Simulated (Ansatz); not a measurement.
ZnSe₂⁻ (the lowest doublet isomer of a short search) was relaxed with r2SCAN-D4 (def2-TZVPD) in Ansatz in these states: charge -1 doublet, charge -1 quartet. The geometries follow in no particular order.

A:

Cartesian coordinates in Å:
```
Zn -0.450 -0.487 1.073
Se 1.016 -1.015 -0.777
Se -0.565 1.503 -0.297
```

B:

Cartesian coordinates in Å:
```
Zn 0.000 0.000 0.000
Se -0.760 0.970 -1.869
Se 0.760 -0.970 1.869
```

**Question.** Judge from the bond lengths which geometry belongs to which state (an estimate).

**Answer.** A is the charge -1 quartet (Zn1–Se2 2.419 Å, Zn1–Se3 2.419 Å); B is the charge -1 doublet (Zn1–Se2 2.238 Å, Zn1–Se3 2.238 Å).

At PBE0-D4/def2-TZVPD a doublet lies 2.07 eV below the charge -1 quartet. These are the stationary points nearest to one start from a short search; other shapes may lie lower in each state.
